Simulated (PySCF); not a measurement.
MoCl3H3, SMILES [Cl][MoH3]([Cl])[Cl], multiplicity 1. Atoms are numbered in the order given.

```xyz
7

Mo     0.0000     0.0000    -0.1809
Cl     1.9369     1.1183     0.2402
Cl     0.0000    -2.2365     0.2402
Cl    -1.9369     1.1183     0.2402
H     -0.7974    -0.4604    -1.5509
H      0.7974    -0.4604    -1.5509
H      0.0000     0.9207    -1.5509
```

Geometry: PBE-D3(BJ)/def2-SVP. The spin state was assumed, not searched. The structure was generated by enumeration; whether it is a known compound was not checked. The def2 effective core potentials stand for the cores of Mo; spin–orbit coupling is left out.

Level of theory: PBE/def2-TZVP (PySCF).

ESP charges are fitted to the potential on shells at 1.4 to 2.0 van der Waals radii. Atomic charges (e):

```
atom  Löwdin  Mulliken  ESP fit
----  ------  --------  -------
Mo1    -0.68       ___     0.44
Cl2     0.14       ___    -0.11
Cl3     0.14       ___    -0.11
Cl4     0.14       ___    -0.11
H5      0.09       ___    -0.04
H6      0.09       ___    -0.04
H7      0.09       ___    -0.03
```

Q: Fill in the missing entries. (Estimate from the structure and the level; the computed values follow.)

A: 
- Mo1, Mulliken: 0.27
- Cl2, Mulliken: -0.25
- Cl3, Mulliken: -0.25
- Cl4, Mulliken: -0.25
- H5, Mulliken: 0.16
- H6, Mulliken: 0.16
- H7, Mulliken: 0.16
